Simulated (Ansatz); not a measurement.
Reaction (ligand exchange at the Si–C bond): `[SiH3]C[SiH2]Br` + `C=CNC` → `C=CN(C)[SiH3]` + `C[SiH2]Br`

Program: Ansatz. Geometries: PBE0-D4/def2-TZVP. ΔE: electronic, gas phase. CCSD(T)/CBS adds triple-zeta CCSD(T) − MP2 to the extrapolated MP2 energy (def2 sets, frozen cores). DFT in def2-TZVPP. B3LYP here is the variant with VWN-RPA as its local correlation; programs differ in this. For Br outer-core shells are correlated without core-valence functions, which leaves a few kJ/mol of doubt a bond. Scalar relativity is left out up to krypton. One conformer a species, not always the lowest.

Task: Is it downhill or uphill in electronic energy at CCSD(T)/CBS, and by how much? (Best estimate.)

Result: The calculation gave: Downhill: ΔE = -53.3 kJ/mol.

Task: What do these levels give: PBE0-D4, B3LYP-D4, ωB97X-V, HF/def2-QZVPP, SCS-MP2/def2-QZVPP, CCSD/CBS(def2)? (Best estimate.)

Result: The calculation gave: PBE0-D4 -45.8, B3LYP-D4 -52.8, ωB97X-V -50.5, HF/def2-QZVPP -53.4, SCS-MP2/def2-QZVPP -57.0, CCSD/CBS(def2) -53.0 kJ/mol.

Largest T1 diagnostic among the species: 0.012.

The D4 term adds −4.1 kJ/mol with B3LYP and −2.1 kJ/mol with PBE0; it sums over pairs of atoms, weighted by their polarisabilities, and B3LYP, whose exchange is more repulsive, gets the larger term.
